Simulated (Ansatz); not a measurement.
SiMeCl3 (CH₃Cl₃Si). Charge 0, multiplicity 3. Geometry PBE0-D4/def2-SVP, that of the neutral singlet; atoms count from 1.

```xyz
8

Si    0.153    0.544   -0.557
C    -0.203   -0.723    0.739
H     0.707   -1.299    0.963
H    -0.984   -1.413    0.387
H    -0.550   -0.232    1.661
Cl   -1.536    1.626   -0.993
Cl    0.809   -0.352   -2.284
Cl    1.604    1.847    0.084
```

At PBE0-D4/def2-TZVP a singlet of charge 0 lies 7.44 eV below the triplet at the same geometry.

Problem. Estimate the Mulliken populations from the PBE0/def2-TZVP orbitals of Ansatz.

Solution. 
| atom | charge (e) | spin (α − β) |
| --- | --- | --- |
| Si1 | 0.29 | 0.61 |
| C2 | -0.47 | 0.02 |
| H3 | 0.15 | 0.00 |
| H4 | 0.15 | 0.00 |
| H5 | 0.15 | 0.00 |
| Cl6 | -0.09 | 0.46 |
| Cl7 | -0.09 | 0.46 |
| Cl8 | -0.09 | 0.46 |
Mulliken values depend strongly on the basis.

Problem. Where does the spin sit?

Solution. Summed by element: Si 0.61, C 0.02, H 0.01, Cl 1.37, of 2 unpaired in all. Largest on single atoms: Si1 0.61, Cl8 0.46, Cl7 0.46.

Problem. And the Mayer bond orders between heavy atoms (over 0.3)?

Solution. Si1–C2 0.92 (1.85 Å); Si1–Cl6 0.90 (2.05 Å); Si1–Cl7 0.90 (2.05 Å); Si1–Cl8 0.90 (2.05 Å).
